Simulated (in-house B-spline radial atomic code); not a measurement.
Ni¹⁰⁺. Computed with a B-spline radial atomic code. Model: all-electron spherical atom, spin shells full or empty, radial basis limit, no spin-orbit coupling: exact exchange with a local potential (Slater, KLI or optimised effective potential, whose far tail is KLI's), no correlation.

Exchange potential has not reached -1/r at the last radius.

The run also made RPA and GW results, which its time includes.

The Slater potential averages the orbital exchange potentials with the orbital densities as weights, KLI adds orbital constants, and the optimised effective potential minimises the exact-exchange energy among local potentials. So their energies lie above Hartree-Fock in the order OEP, KLI, Slater. All fall off as −1/r, unlike LDA and GGA exchange.

Command:
```bash
python run_gw.py task.json out
```
Settings (nuclear radius in fm, other lengths in bohr, energies in hartree):
```
Z                      28
electrons              18
configuration          [Ne] 3s2 3p6
hamiltonian            x2c
method                 oep
lmax                   9
rms_radius             3.7757
spin_polarised         False
box_radius             6.62
intervals              97
```

Run time, properties included: 3.1 s on 1 thread of Arm Neoverse V1 (shared host).

Given: hamiltonian one-electron scalar X2C; mean-field start exchange-only OEP.

Computed: energy above Hartree-Fock 6.0627 millihartree.

```json
{"radius (bohr)": "0.00179", "r times exchange potential (hartree bohr)": "-0.042886"}
{"radius (bohr)": "0.00216", "r times exchange potential (hartree bohr)": "-0.051699"}
{"radius (bohr)": "0.00261", "r times exchange potential (hartree bohr)": "-0.062377"}
{"radius (bohr)": "0.00315", "r times exchange potential (hartree bohr)": "-0.075123"}
{"radius (bohr)": "0.0038", "r times exchange potential (hartree bohr)": "-0.090355"}
{"radius (bohr)": "0.00459", "r times exchange potential (hartree bohr)": "-0.10867"}
{"radius (bohr)": "0.00555", "r times exchange potential (hartree bohr)": "-0.13061"}
{"radius (bohr)": "0.0067", "r times exchange potential (hartree bohr)": "-0.15636"}
{"radius (bohr)": "0.00809", "r times exchange potential (hartree bohr)": "-0.18666"}
{"radius (bohr)": "0.00978", "r times exchange potential (hartree bohr)": "-0.22212"}
{"radius (bohr)": "0.0118", "r times exchange potential (hartree bohr)": "-0.26237"}
{"radius (bohr)": "0.0143", "r times exchange potential (hartree bohr)": "-0.30881"}
{"radius (bohr)": "0.0172", "r times exchange potential (hartree bohr)": "-0.3578"}
{"radius (bohr)": "0.0208", "r times exchange potential (hartree bohr)": "-0.41127"}
{"radius (bohr)": "0.0251", "r times exchange potential (hartree bohr)": "-0.46461"}
{"radius (bohr)": "0.0304", "r times exchange potential (hartree bohr)": "-0.51524"}
{"radius (bohr)": "0.0367", "r times exchange potential (hartree bohr)": "-0.55529"}
{"radius (bohr)": "0.0443", "r times exchange potential (hartree bohr)": "-0.57724"}
{"radius (bohr)": "0.0535", "r times exchange potential (hartree bohr)": "?"}
{"radius (bohr)": "0.0647", "r times exchange potential (hartree bohr)": "-0.54221"}
{"radius (bohr)": "0.0781", "r times exchange potential (hartree bohr)": "-0.5282"}
{"radius (bohr)": "0.0943", "r times exchange potential (hartree bohr)": "-0.59746"}
{"radius (bohr)": "0.114", "r times exchange potential (hartree bohr)": "-0.74152"}
{"radius (bohr)": "0.138", "r times exchange potential (hartree bohr)": "-0.88806"}
{"radius (bohr)": "0.166", "r times exchange potential (hartree bohr)": "-0.99948"}
{"radius (bohr)": "0.201", "r times exchange potential (hartree bohr)": "?"}
{"radius (bohr)": "0.243", "r times exchange potential (hartree bohr)": "-1.0647"}
{"radius (bohr)": "0.293", "r times exchange potential (hartree bohr)": "-0.94647"}
{"radius (bohr)": "0.354", "r times exchange potential (hartree bohr)": "-0.74304"}
{"radius (bohr)": "0.428", "r times exchange potential (hartree bohr)": "-0.90163"}
{"radius (bohr)": "0.516", "r times exchange potential (hartree bohr)": "-1.1912"}
{"radius (bohr)": "0.624", "r times exchange potential (hartree bohr)": "-1.3425"}
{"radius (bohr)": "0.754", "r times exchange potential (hartree bohr)": "-1.4018"}
{"radius (bohr)": "0.91", "r times exchange potential (hartree bohr)": "-1.3886"}
{"radius (bohr)": "1.1", "r times exchange potential (hartree bohr)": "-1.3233"}
{"radius (bohr)": "1.33", "r times exchange potential (hartree bohr)": "-1.2404"}
{"radius (bohr)": "1.6", "r times exchange potential (hartree bohr)": "-1.1704"}
```

(1) What belongs in the row 0.0535?

(2) What belongs in the row 0.201?

```csv
occupied,level (hartree),Hartree-Fock level (hartree)
1s,-312.07,-318.66
2s,?,?
2p,-41.779,-43.149
3s,-13.321,-13.647
3p,-11.774,-11.773
```

(3) What belongs in the row 2s?

```tsv
empty	level (hartree)
3d	-9.3967
4s	-6.023
4p	?
4d	-4.6776
4f	-4.0675
```

(4) What belongs in the row 4p?

## Answers

(1) r times exchange potential (hartree bohr): -0.57225.

(2) r times exchange potential (hartree bohr): -1.0682.

(3) level (hartree): -46.844; Hartree-Fock level (hartree): -48.706.

(4) level (hartree): -5.4784.

The highest level, 3p, differs from Hartree-Fock by -0.0087 eV and the deepest, 1s, by +179 eV: a local potential can match the highest level but can't give each shell its own exchange.
